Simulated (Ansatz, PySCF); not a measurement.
This PySCF input computes a CCSD(T)/cc-pVDZ energy:

```python
from pyscf import gto, scf, mp, cc as ccmod

mol = gto.M(
    atom='''
    O     1.46243519   -0.27158860    0.05994183
    C     0.24139465   -0.07905500    0.00928273
    C    -1.11361313   -0.60521022   -0.06015192
    C    -0.85028880    0.75894935   -0.02411318
    H    -1.36443788    1.72460404   -0.02964051
    ''',
    basis='cc-pvdz',
    charge=-1,
    spin=0,
    verbose=4,
)

mf = scf.RHF(mol)
mf.conv_tol = 1e-10
mf.max_cycle = 100
mf.kernel()
mp2 = mp.MP2(mf, frozen=4).run()
cc = ccmod.CCSD(mf, frozen=4)
cc.max_cycle = 100
cc.kernel()
et = cc.ccsd_t()
print(f'E(CCSD(T)) = {cc.e_tot + et:.9f}')
```

**Question.** Write an input for the same energy in Ansatz (an electronic-structure program) and say what it gives.

**Answer.** 
Ansatz 0.2 input:
```yaml
crystal:
  periodic: [false, false, false]
  atoms:
    - {symbol: O, position_ang: [1.46243519, -0.27158860, 0.05994183]}
    - {symbol: C, position_ang: [0.24139465, -0.07905500, 0.00928273]}
    - {symbol: C, position_ang: [-1.11361313, -0.60521022, -0.06015192]}
    - {symbol: C, position_ang: [-0.85028880, 0.75894935, -0.02411318]}
    - {symbol: H, position_ang: [-1.36443788, 1.72460404, -0.02964051]}
basis:
  gaussian:
    orbitals: cc-pVDZ
total_charge: -1
magnetization: {spin_polarized: false}
correlation: {method: ccsd_t, electrons: outside_noble_gas}
```
It gives -189.52999 Eh, and PySCF -189.52999 Eh, a difference of 0.00 mEh.

It need not be the lowest isomer of its formula. Whether it binds its extra electron was not tested at this geometry.
